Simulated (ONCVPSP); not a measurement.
## Before and after: ONCV potential for Te (Z = 52)

* Element: tellurium
* Generator: ONCVPSP 4.0.1
* Type: optimised norm-conserving Vanderbilt (ONCV)
* Functional: LDA (Perdew-Zunger)
* Relativity: fully relativistic
* Frozen core: [Kr] 4d10
* Valence charge: 6
* Reference configuration: 5s1.5 5p4.5
* Partial waves: 5s: rc 1.90 bohr, ncon 3, nbas 7, qcut 3.5 1/bohr, 2 projectors, debl 0.4 Ha; 5p: rc 2.10 bohr, ncon 5, nbas 8, qcut 4.7 1/bohr, 2 projectors, debl 3.8 Ha
* Local potential: polynomial inside 1.45 bohr (lpopt 5, dvloc0 4 Ha)
* Core correction: Teter function, fcfact 3.75, rcfact 1.35

Open shells are filled in proportion to 2j + 1.

In the s channel the program set the typed energies aside and used -0.578, 0.250 Ha.

Change: all radii but the core radius scaled by about 0.85 (s 1.62, p 1.78 bohr); local potential polynomial inside 1.24 bohr (lpopt 5, dvloc0 4 Ha).

Cutoffs: the cutoffs (Ha) at which the residual kinetic energy of the hardest occupied pseudo-wave falls to 1 and 0.1 mHa per electron; they do not see the model core or the augmentation charge, which bear on the density cutoff. Errors are all-electron minus pseudo energies relative to the spin-unpolarised reference configuration.

How do hardness, ghosts and transferability respond?

The potential gets harder (12 Ha and 38 Ha → 52 Ha and 62 Ha); a bound ghost appears in p, s, which as a rule spoils a file; the lowest positive-energy flag moves from s at 35.7 eV to none; the number of tests with a reliable result goes from 4 to 2. A smaller radius makes the pseudo-wave follow the all-electron one further in, where it bends more sharply, so more plane waves are needed.

```csv
quantity,base,changed
"cutoff, loose",12 Ha,52 Ha
"cutoff, tight",38 Ha,62 Ha
loose cutoff by channel,"s 12 Ha, p 8.4 Ha","s 12 Ha, p 52 Ha"
bound ghosts,none,"p3/2, p1/2, s"
GHOST(+) flags under 300 eV,"s at 35.7 eV, p3/2 at 158.8 eV, p1/2 at 167.3 eV",none
tests with a reliable result,4 of 4,2 of 4
"error for 5s2 5p4, meV [ΔE -4.63 eV]",-3.2,-0.2
"error for 5s1 5p5, meV [ΔE 4.68 eV]",-1.6,-0.5
"rms error of d²Exc/dni dnj with the model core, mHa",5.62,5.72
```

Base: The cutoffs count occupied waves only; projector 2 of the p channel, the hardest unoccupied one, needs 50 Ha at the loose tolerance. A true bound ghost makes a file unfit for plane-wave use even where its test errors are small: the radial tests pick states by their node count and pass the ghost by.
